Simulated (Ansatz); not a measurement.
Geometry optimisation, RKS BLYP/def2-SVP in Ansatz 0.2.0.

The input (input.yaml):

```yaml
crystal:
  periodic: [false, false, false]
  atoms:
    - { symbol: Si, position_ang: [0.0, 0.0, 0.0] }
    - { symbol: C, position_ang: [1.1598, 0.0, 1.7145] }
    - { symbol: H, position_ang: [0.1602, -0.3092, 2.085] }
    - { symbol: H, position_ang: [1.9274, -0.7111, 2.085] }
    - { symbol: H, position_ang: [1.3918, 1.0203, 2.085] }
    - { symbol: H, position_ang: [1.6388, 0.0, 0.265] }
    - { symbol: O, position_ang: [-0.7913, 1.3709, -0.5594] }
    - { symbol: C, position_ang: [-2.1512, 1.4177, -0.9653] }
    - { symbol: H, position_ang: [-2.7687, 0.8215, -0.2614] }
    - { symbol: H, position_ang: [-2.5023, 2.4707, -0.9639] }
    - { symbol: H, position_ang: [-2.2473, 0.9975, -1.9882] }
    - { symbol: O, position_ang: [-0.7913, -1.3709, -0.5594] }
    - { symbol: C, position_ang: [-1.5365, -2.2685, 0.2501] }
    - { symbol: H, position_ang: [-1.2251, -2.1576, 1.3097] }
    - { symbol: H, position_ang: [-2.6187, -2.04, 0.1571] }
    - { symbol: H, position_ang: [-1.349, -3.3106, -0.083] }
basis:
  gaussian: { orbitals: def2-SVP }
hamiltonian:
  xc: blyp
relax:
  f_tol: 0.15
  max_steps: 25
  restrain:
    - { distance: [1, 5], at: 1.11, k: 30.0 }
    - { distance: [0, 1], at: 3.07, k: 30.0 }
    - { distance: [0, 5], at: 2.66, k: 30.0 }
```

Command:

```bash
$ ansatz run input.yaml --threads 4 --pin off --max-ram 5120MiB --backend cpu --events-out ev --progress --plain --runs-dir out
```

Question: Where does it end, and by what steps?

Answer: The run converged. The restraints hold the end off the free minimum; the threshold counts their pulls, which the force column leaves out. Restrained pairs: C2–H6 (1.53 → 1.11 Å), Si1–C2 (2.07 → 3.08 Å), Si1–H6 (1.66 → 2.66 Å). After 16 steps the energy has fallen by 4.461 eV (the restraints' own energy left out); Si1 moved furthest, 1.21 Å.

```json
{"step": "0", "energy less start (eV)": "0.0000", "largest force component (eV/Å)": "5.355", "accepted": "yes"}
{"step": "1", "energy less start (eV)": "0.8999", "largest force component (eV/Å)": "3.917", "accepted": "yes"}
{"step": "2", "energy less start (eV)": "0.3449", "largest force component (eV/Å)": "6.220", "accepted": "yes"}
{"step": "3", "energy less start (eV)": "-0.5884", "largest force component (eV/Å)": "6.984", "accepted": "yes"}
{"step": "4", "energy less start (eV)": "-2.1240", "largest force component (eV/Å)": "5.019", "accepted": "yes"}
{"step": "5", "energy less start (eV)": "-3.2037", "largest force component (eV/Å)": "2.673", "accepted": "yes"}
{"step": "6", "energy less start (eV)": "-3.8420", "largest force component (eV/Å)": "1.222", "accepted": "yes"}
{"step": "7", "energy less start (eV)": "-4.0536", "largest force component (eV/Å)": "1.016", "accepted": "yes"}
{"step": "8", "energy less start (eV)": "-4.1950", "largest force component (eV/Å)": "0.868", "accepted": "yes"}
{"step": "9", "energy less start (eV)": "-4.2714", "largest force component (eV/Å)": "0.873", "accepted": "yes"}
{"step": "10", "energy less start (eV)": "-4.3441", "largest force component (eV/Å)": "0.536", "accepted": "yes"}
{"step": "11", "energy less start (eV)": "-4.3937", "largest force component (eV/Å)": "0.394", "accepted": "yes"}
{"step": "12", "energy less start (eV)": "-4.4111", "largest force component (eV/Å)": "0.509", "accepted": "yes"}
{"step": "13", "energy less start (eV)": "-4.4293", "largest force component (eV/Å)": "0.599", "accepted": "yes"}
{"step": "14", "energy less start (eV)": "-4.4498", "largest force component (eV/Å)": "0.395", "accepted": "yes"}
{"step": "15", "energy less start (eV)": "-4.4584", "largest force component (eV/Å)": "0.374", "accepted": "yes"}
{"step": "16", "energy less start (eV)": "-4.4614", "largest force component (eV/Å)": "0.416", "accepted": "yes"}
```

```xyz
16
Properties=species:S:1:pos:R:3
Si 0.323 -0.275 -1.138
C 1.275 0.115 1.768
H 0.572 -0.739 1.851
H 1.842 0.212 2.716
H 0.714 1.050 1.572
H 1.982 -0.071 0.935
O -0.742 1.019 -0.891
C -2.091 1.253 -0.519
H -2.306 0.899 0.513
H -2.293 2.345 -0.555
H -2.802 0.752 -1.214
O -0.471 -1.703 -0.692
C -1.677 -2.132 -0.074
H -1.741 -1.786 0.981
H -2.578 -1.767 -0.613
H -1.708 -3.242 -0.070
```

Run time: 35 s on 4 threads of Arm Neoverse V1, with other jobs on the host, peak memory 0.2 GiB.
